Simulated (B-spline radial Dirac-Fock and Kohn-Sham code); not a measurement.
**O²⁻ in Watson spheres of different radius**

Method: ΔSCF Dirac-Fock with Breit, self-energy and vacuum polarisation, finite nucleus, configuration average. Computed with a B-spline atomic structure program. The ion, [He] 2s2 2p6, sits in a hollow sphere of charge Q = +2, a simple model of the Madelung potential. Inside the sphere an electron's potential energy is lowered by the constant 14.40·|Q|/R eV, so binding energies rise by about that much as long as the orbitals stay inside.

```
radius (Å)  14.40 |Q|/R (eV)  1s (eV)  2s (eV)  2p1/2 (eV)  2p3/2 (eV)
     1.207             23.86    535.1    28.63        9.70        9.68
      1.42             20.28    533.8    26.57        7.87        7.85
     1.704             16.90    532.1    24.42        5.87        5.85
```

From the smallest to the largest radius 1s moves by -3.0 eV, while the constant potential alone would give -7.0 eV; the difference comes from charge outside the sphere and its screening.
